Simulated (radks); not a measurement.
Question: The mean radii <r> (bohr) of the occupied orbitals of an atom or ion are listed with their occupations. All-electron calculation, Dirac Kohn-Sham, BLYP, spin-unpolarised, spherical densities, finite nucleus; Fermi nuclear charge, rms radius of each element as measured or else 0.836 A^(1/3) + 0.57 fm. Program: a radial shooting solver on a logarithmic mesh with Libxc functionals.

orbital  occ.      <r>
1s1/2       2  0.03706
2s1/2       2   0.1623
2p1/2       2   0.1386
2p3/2       4   0.1430
3s1/2       2   0.4584
3p1/2       2   0.4550
3p3/2       4   0.4655
3d3/2       4   0.4504
3d5/2       6   0.4539
4s1/2       2    1.201
4p1/2       2    1.323
4p3/2       4    1.351
4d3/2       1    1.845

Name the element and its charge. Open shells, if any, fill j = l - 1/2 first.

Answer: Z = 40, zirconium, charge +3: Zr3+ in [Kr] 4d1. The 1s radius gives Z: for a bare nucleus <r> = (2 gamma + 1)/(2Z) with gamma = sqrt(1 - (Z/c)^2), 0.03641 bohr for Z = 40, and screening makes it slightly larger (0.03706 here). The occupations add up to 37, and the charge is Z minus that.
